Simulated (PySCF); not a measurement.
Two-component Hartree-Fock for As²³⁺ (arsenic, charge +23)

Start: [Ne]. Calculated with PySCF 2.14 in an uncontracted even-tempered set (18 s from 1.5 bohr⁻², ratio 2.6; 12 p from 2 bohr⁻², ratio 2.6; 6 d from 2 bohr⁻², ratio 2.8; 3 f from 56 bohr⁻², ratio 2.8): generalised Hartree-Fock with the X2C-1e Hamiltonian and a Gaussian nucleus; spin-orbit coupling (SO) screened by Boettger's factors.

```json
{"spinor shell": "1s1/2", "electrons": "2", "ε, screened SO (eV)": "-12993.4", "weight of nominal j (screened SO)": "1.000", "rms radius, screened SO (bohr)": "0.0524"}
{"spinor shell": "2s1/2", "electrons": "2", "ε, screened SO (eV)": "-2558.7", "weight of nominal j (screened SO)": "1.000", "rms radius, screened SO (bohr)": "0.215"}
{"spinor shell": "2p1/2", "electrons": "2", "ε, screened SO (eV)": "-2396.3", "weight of nominal j (screened SO)": "1.000", "rms radius, screened SO (bohr)": "0.189"}
{"spinor shell": "2p3/2", "electrons": "4", "ε, screened SO (eV)": "-2357.6", "weight of nominal j (screened SO)": "1.000", "rms radius, screened SO (bohr)": "0.192"}
```

```
   quantity  screened SO
E (hartree)  -1927.80488
        M_J            0
       ⟨J²⟩        0.000
       ⟨L²⟩        0.001
       ⟨S²⟩        0.001
```
